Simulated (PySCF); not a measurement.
Job file and geometry (Å, from GFN2-xTB) of an NMR shielding run on SMILES O=C[C@@]1([SiH3])C[C@H]1CO, C5H10O2Si, GIAO PBE0/pcSseg-1 NMR shielding, non-relativistic, gas phase (PySCF); density fitting, a coarse starting grid and PySCF grid level 2 are the driver's defaults:

```
$ OMP_NUM_THREADS=1 python probes_run.py task.json out

{"job": {"kind": "nmr", "xc": "PBE0", "basis": "pcSseg-1"}, "charge": 0, "multiplicity": 1}
O      1.661147     2.149500    -0.709728
C      0.729387     1.641473    -0.133583
C      0.685040     0.207751     0.119784
Si     2.322714    -0.576316    -0.439232
C     -0.096464    -0.290516     1.320098
C     -0.624517    -0.549402    -0.040438
C     -1.889173     0.116746    -0.541846
O     -2.997600    -0.745922    -0.434250
H     -0.109076     2.260839     0.240031
H      2.225005    -1.994285    -0.066222
H      3.415879     0.051927     0.292926
H      2.430273    -0.446222    -1.886524
H     -0.591277     0.454632     1.929143
H      0.333149    -1.103297     1.886422
H     -0.522266    -1.557293    -0.429447
H     -2.080382     1.052440     0.001900
H     -1.803917     0.346541    -1.607761
H     -3.096681    -1.012277     0.487069
```

Q: What does the program print?

A: 
```
coarse grid: 15432 points
cycle   1  E = -635.6376310532  dE =  1.194e+00  |g| = 9.272e-01  |ddm| = 3.796e+00
cycle   2  E = -635.1951547455  dE =  4.425e-01  |g| = 1.774e+00  |ddm| = 3.009e+00
cycle   3  E = -635.7906323702  dE = -5.955e-01  |g| = 2.503e-01  |ddm| = 2.400e+00
cycle   4  E = -635.8024007721  dE = -1.177e-02  |g| = 8.742e-02  |ddm| = 2.921e-01
cycle   5  E = -635.8037643011  dE = -1.364e-03  |g| = 1.641e-02  |ddm| = 8.064e-02
cycle   6  E = -635.8038150533  dE = -5.075e-05  |g| = 6.266e-03  |ddm| = 1.997e-02
cycle   7  E = -635.8038228410  dE = -7.788e-06  |g| = 1.547e-03  |ddm| = 6.534e-03
final grid: 144104 points
cycle   8  E = -635.8719267845  dE = -2.838e-05  |g| = 1.521e-02  |ddm| = 3.935e-02
cycle   9  E = -635.8718059521  dE =  1.208e-04  |g| = 2.914e-02  |ddm| = 3.947e-02
cycle  10  E = -635.8719714615  dE = -1.655e-04  |g| = 2.965e-03  |ddm| = 2.837e-02
cycle  11  E = -635.8719731423  dE = -1.681e-06  |g| = 4.309e-04  |ddm| = 2.588e-03
cycle  12  E = -635.8719731743  dE = -3.206e-08  |g| = 1.549e-04  |ddm| = 5.742e-04
cycle  13  E = -635.8719731789  dE = -4.596e-09  |g| = 3.186e-05  |ddm| = 1.450e-04
cycle  14  E = -635.8719731791  dE = -2.260e-10  |g| = 8.875e-06  |ddm| = 4.900e-05
converged SCF energy = -635.8719731791

GIAO shielding tensors (ppm)
atom      isotropic    diamagn.    paramagn.     s11        s22        s33       span
  0 O     -353.527     398.082    -751.609   -927.320   -454.654    321.392   1248.713
  1 C      -22.124     248.884    -271.008   -124.234    -32.165     90.026    214.260
  2 C      159.747     260.696    -100.949    103.941    149.120    226.180    122.239
  3 Si     411.771     881.124    -469.352    378.387    397.690    459.236     80.849
  4 C      166.430     253.705     -87.275    140.789    165.603    192.898     52.109
  5 C      154.082     251.326     -97.243    118.181    156.153    187.913     69.732
  6 C      119.196     243.526    -124.330     94.193    112.942    150.454     56.261
  7 O      289.007     386.048     -97.041    258.535    289.129    319.357     60.821
  8 H       22.478      30.132      -7.654     18.526     20.884     28.024      9.498
  9 H       28.678      30.120      -1.442     24.906     27.628     33.500      8.594
 10 H       27.524      29.290      -1.766     24.305     24.998     33.269      8.963
 11 H       27.348      29.703      -2.355     24.154     25.063     32.828      8.675
 12 H       30.479      33.160      -2.681     25.619     27.386     38.433     12.814
 13 H       30.418      32.723      -2.305     24.430     27.703     39.121     14.691
 14 H       30.034      33.601      -3.566     23.701     29.383     37.018     13.316
 15 H       27.857      30.755      -2.898     21.824     29.756     31.992     10.169
 16 H       27.420      29.418      -1.998     21.699     28.731     31.829     10.130
 17 H       31.130      31.531      -0.401     22.328     29.962     41.101     18.773
```

Q: Turn these shieldings into chemical shifts. Chemical shifts δ = σref − σ; 17O (σ = 336.08 ppm) vs H2O; 13C (σ = 186.93 ppm) and 29Si (σ = 349.16 ppm) and 1H (σ = 31.72 ppm) vs TMS, all at this level.

A: Averaging equivalent atoms: O 0: 689.6; O 7: 47.1; C 1: 209.0; C 6: 67.7; C 5: 32.8; C 2: 27.2; C 4: 20.5; Si 3: -62.6; H 8: 9.24; H 16: 4.30; H 9/10/11: 3.87; H 15: 3.86; H 14: 1.68; H 13: 1.30; H 12: 1.24; H 17: 0.59 ppm. Unscaled 17O shifts of doubly bonded oxygen tend to come out too high, by tens of ppm or more. Experimental scales use liquid or dissolved standards, which lie at an offset from isolated H2O (liquid H2O: subtract about 36 ppm).

Size and cost of the density-fitted run: 193 basis functions, 75 s wall time on 1 thread of an Arm Neoverse N1, shared host; peak memory 0.86 GiB.
